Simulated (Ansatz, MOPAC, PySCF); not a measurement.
Noncovalent pair: CH3F (SMILES CF) (first 5 atoms) with CH6Si (SMILES C[SiH3]); geometry from B3LYP-D3(BJ)/def2-TZVP, rigid monomers moved along the line of their centres of mass till F2···Si7 is 3.77 Å.
(charge 0, multiplicity 1):
```xyz
13

C     -0.6817     0.4925    -0.3017
F      0.3161    -0.2714     0.2995
H     -0.4888     0.5315    -1.3741
H     -1.6455     0.0230    -0.1049
H     -0.6574     1.4946     0.1264
C      1.0988    -0.9996     4.0205
Si    -0.3045     0.2400     3.9820
H      1.9637    -0.5909     4.5462
H      1.4015    -1.2559     3.0051
H      0.7946    -1.9147     4.5319
H     -0.7253     0.5958     5.3613
H     -1.4887    -0.3096     3.2773
H      0.1013     1.4919     3.2974
```

Counterpoise-corrected where a basis set is named; no monomer relaxation. Rows marked so take none.

Correlated levels freeze the cores. Rows in 3-21G, 6-31G*, STO-3G carry no dispersion term and start afresh at each structure (6-31G* with six Cartesian d functions). The state that PM7 reach isn't checked; PM7 holds dispersion and hydrogen-bond terms.

Run with Ansatz (an electronic-structure program) with Gaussian orbitals; MOPAC for PM7 (differences of heats of formation); PySCF for 3-21G rows, 6-31G* rows, STO-3G rows, the dispersion terms. Values without a source in brackets are computed.

| level | interaction energy (meV) |
|---|---|
| PM7 | -28.8 |
| HF/STO-3G (no counterpoise) | -10.7 |
| HF/3-21G (no counterpoise) | -127.6 |
| HF/6-31G* | -25.1 |
| HF/aug-cc-pV(D+d)Z | -25.7 |
| PBE/def2-TZVPPD | -40.9 |
| PBE-D3(BJ)/def2-TZVPPD | -72.3 |
| B3LYP/3-21G (no counterpoise) | -155.8 |
| CCSD(T)/aug-cc-pV(D+d)Z | (withheld) |

Q: Fill in the missing entries.

A: 
- CCSD(T)/aug-cc-pV(D+d)Z, interaction energy (meV): -62.7
